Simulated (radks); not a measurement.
Cl3+, configuration [Ne] 3s2 3p1 6d1 (not the ground configuration).

All-electron calculation, non-relativistic Kohn-Sham, PBE, spin-polarised, spherical densities, point nucleus; open shells are filled with parallel spins first. Program: a radial shooting solver on a logarithmic mesh with Libxc functionals.

Energy parts (hartree):
part                       energy
total                  -455.47747
kinetic                 455.02823
electron-nucleus      -1055.38544
Hartree                 171.17694
exchange-correlation    -26.29720

Orbitals (lengths in bohr, moments of r in powers of bohr; <r^-3> diverges for s and p1/2):
orbital,occ.,eigenvalue (hartree),<r^-3>,<r^4>,<r^2>
1s up,1,-103.0284,-,0.0003245,0.01123
1s down,1,-103.0194,-,0.0003244,0.01123
2s up,1,-11.43811,-,0.09905,0.2349
2s down,1,-11.42806,-,0.09865,0.2346
2p up,3,-9.26793,101.9,0.08858,0.2044
2p down,3,-9.25462,101.9,0.08811,0.2042
3s up,1,-2.61256,-,6.744,2.098
3s down,1,-2.53930,-,6.857,2.109
3p up,1,-2.09731,12.31,9.276,2.414
3p down,0,-2.02602,12.31,9.547,2.441
6d up,1,-0.24307,0.06458,21600,128.2

The highest occupied level is 6d up at -6.614 eV. The configuration is held as typed, so some empty levels lie below it. The electron density at the nucleus is 3235 e/bohr^3. The density falls to 0.001 e/bohr^3 at r = 2.97 bohr. The spin density at the nucleus is -0.2169 e/bohr^3 (1s -0.1687, 2s 0.0342, 3s -0.0824), a Fermi contact field of -11.4 T.
